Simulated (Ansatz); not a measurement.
Cartesian coordinates in Å:
```
N 0.038 0.010 2.139
Si -0.272 1.068 0.829
C -0.641 0.239 -0.837
F -1.857 -0.470 -0.729
Si 0.693 -0.942 -1.470
H 0.902 -0.503 2.202
H -0.718 -0.495 2.571
H 0.932 1.912 0.603
H -1.459 1.887 1.180
H -0.787 1.030 -1.588
H 0.948 -2.013 -0.472
H 0.278 -1.563 -2.755
H 1.942 -0.160 -1.674
```

The species carries charge 0 and has multiplicity 1.

(1) List the PBE0/def2-TZVPP orbital energies in eV (the Gaussian-basis code of Ansatz). (Estimate.)

Answers

(1) Computed: Occupied: -1802.69, -1802.55, -673.64, -390.96, -279.76, -144.99, -144.92, -99.66, -99.65, -99.63, -99.57, -99.56, -99.56, -33.16, -23.93, -19.41, -15.33, -14.94, -13.98, -13.80, -12.68, -12.34, -10.99, -10.20, -9.95, -9.56, -9.20, -8.48, -7.42. Lowest empty: 0.28, 0.44, 0.67, 1.24, 1.77, 1.87, 2.03, 2.34.
